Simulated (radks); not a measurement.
Species: La I. Configuration: [Xe] 5d1 6s2 (the NIST ground configuration). Method: scalar-relativistic Kohn-Sham, r2SCAN, spin-polarised, spherical densities, finite nucleus; open shells are filled with parallel spins first (spin-orbit coupling, left out, can overturn this in heavy ions); meta-GGA in the generalised Kohn-Sham scheme; Fermi nuclear charge, rms radius 4.855 fm; computed with a radial shooting solver on a logarithmic mesh with Libxc functionals. Some entries of the table are withheld. Estimate them.

orbital,occ.,eigenvalue (Ry),r(max) (bohr),<r^2> (bohr^2)
1s down,1,-2852.766,0.01608,0.0008541
1s up,1,-2852.765,0.01608,0.0008541
2s up,1,-455.5365,0.09089,0.01362
2s down,1,-455.5334,0.09089,0.01362
2p up,3,-408.0455,0.07314,0.01085
2p down,3,-408.0433,0.07314,0.01085
3s up,1,-97.97567,0.2600,0.09259
3s down,1,-97.97509,0.2600,0.09258
3p up,3,-82.72163,0.2546,0.09273
3p down,3,-82.72079,0.2546,0.09273
3d up,5,-60.82806,0.2104,0.07970
3d down,5,-60.82605,0.2104,0.07970
4s up,1,-20.00972,0.6084,0.4829
4s down,1,-20.00586,0.6084,0.4830
4p up,3,-15.01972,0.6352,0.5458
4p down,3,-15.01630,0.6352,0.5460
4d up,5,-7.77589,0.6715,0.6840
4d down,5,-7.77236,0.6716,0.6839
5s up,1,-2.95826,1.414,2.765
5s down,1,-2.93585,1.411,2.737
5p up,3,-1.72056,1.591,3.722
5p down,3,-1.68409,1.584,3.663
6s up,1,-0.28785,3.825,(1)
6s down,1,-0.25972,3.953,(2)
5d up,1,-0.24495,2.202,10.57
5d down,0,-0.19074,2.172,11.83

Answer. 
(1) 6s up <r^2> (bohr^2): 21.67
(2) 6s down <r^2> (bohr^2): 24.17
